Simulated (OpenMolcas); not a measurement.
# Kr⁴⁺: effect of the active space

* Program: OpenMolcas 26.06
* Method: CASSCF or its RAS form
* Basis: ANO-RCC-VQZP
* Scalar Hamiltonian: DKH2, point nucleus
* Spin-orbit coupling: RASSI with atomic mean-field integrals over the reference wave functions, term energies averaged over their components

A. 2 electrons in 3 orbitals (4p); 2S+1 = 3 even, 3 roots; 2S+1 = 1 even, 6 roots; cost about 3 core-seconds
B. 4 electrons in 4 orbitals (4s 4p); 2S+1 = 3 even, 6 roots; 2S+1 = 1 even, 11 roots; 2S+1 = 5 odd, 1 root; 2S+1 = 3 odd, 9 roots; 2S+1 = 1 odd, 8 roots; cost of the order of 18 core-seconds
C. 4 electrons in 8 orbitals (4s 4p 5s 5p); 2S+1 = 3 even, 3 roots; 2S+1 = 1 even, 11 roots; 2S+1 = 5 odd, 1 root; 2S+1 = 3 odd, 9 roots; 2S+1 = 1 odd, 8 roots; cost about 23 core-seconds
D. 2 electrons in 9 orbitals (RAS2 4p; RAS3 4d 5s, at most 1 electron); 2S+1 = 3 even, 3 roots; 2S+1 = 1 even, 6 roots; 2S+1 = 3 odd, 18 roots; 2S+1 = 1 odd, 18 roots; cost roughly 23 core-seconds
E. 4 electrons in 9 orbitals (RAS2 4s 4p; RAS3 4d, at most 2 electrons); 2S+1 = 3 even, 6 roots; 2S+1 = 1 even, 12 roots; 2S+1 = 5 odd, 1 root; 2S+1 = 3 odd, 9 roots; 2S+1 = 1 odd, 8 roots; cost about 30 core-seconds

Energies in eV above 4s2 4p2 3P0, the measured ground level; measured values from Saloman, J. Phys. Chem. Ref. Data 36, 215 (2007).

```csv
Level,A,B,C,D,E,Measured
4s2 4p2 3P0,0.0000,0.0000,0.0000,0.0000,0.0000,0.0000
4s2 4p2 3P1,0.3925,0.4122,0.4071,0.3925,0.3923,0.4641
4s2 4p2 3P2,0.8636,0.8760,0.8665,0.8636,0.8484,0.9417
4s2 4p2 1D2,2.7164,2.7288,2.7017,2.7164,2.6117,2.4453
4s2 4p2 1S0,5.6540,4.6768,4.6036,5.6540,5.1331,4.8607
```

Deviations, from unrounded energies. A percentage is the sum of absolute deviations over the sum of measured energies, with the sign that they share, or ± where signs differ.

```json
{"Against measurement": "mean absolute deviation (cm-1)", "Levels": "4", "A": "2400", "B": "1200", "C": "1300", "D": "2400", "E": "1200"}
{"Against measurement": "fine structure of the ground term (%)", "Levels": "2", "A": "-10.6", "B": "-8.4", "C": "-9.4", "D": "-10.6", "E": "-11.7"}
{"Against measurement": "other terms of the ground configuration (%)", "Levels": "2", "A": "+14.6", "B": "±6.4", "C": "±7.0", "D": "+14.6", "E": "+6.0"}
```

B, E lie about equally close to measurement and A furthest from it. The largest miss of B in the table is 4s2 4p2 1D2, by +2300 cm-1. The ranking rests on the paired levels alone, and a cruder setting can come out closer through cancelling errors.

Among A to E the level of the table that moves most is 4s2 4p2 1S0, by 8500 cm-1 (lowest in C, highest in A).

With the s shell closed, the reference lacks s² → p² mixing (holds for A; D). Active for correlation alone: 5p 5s; no level in the range computed is led by a configuration that fills them, so any true level of that kind is missing (holds for C). Active for correlation alone: 4d; no level in the range computed is led by a configuration that fills it, so any true level of that kind is missing (holds for E). Computed and measured levels are paired by configuration, term and J; levels that our copy of the source lacks, or whose pairing is in doubt (as where it misses far off the trend of its configuration), stay unpaired and out of the deviations. Only configurations of the active space appear. The table leaves out levels that lie high or whose names do not pair safely across all columns.
